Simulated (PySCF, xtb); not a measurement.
BiCl3, SMILES [Bi]([Cl])([Cl])[Cl].

GFN2-xTB (xtb 6.7.1) at its own geometry gives an orbital gap of 5.35 eV and a dipole moment of 5.45 D.

The structure is a stationary point at B3LYP-D3(BJ)/def2-SVP. The isomer is the one that the SMILES or the coordinates give; other isomers of the formula were not compared. The def2 effective core potentials stand for the cores of Bi; spin–orbit coupling is left out.

Task: What does PBE0/def2-TZVPD (PySCF) give? (An estimate is asked for; the answer gives what the named calculation found.)

Result: gap 6.10 eV (levels -8.89 and -2.78 eV), dipole 3.98 D.
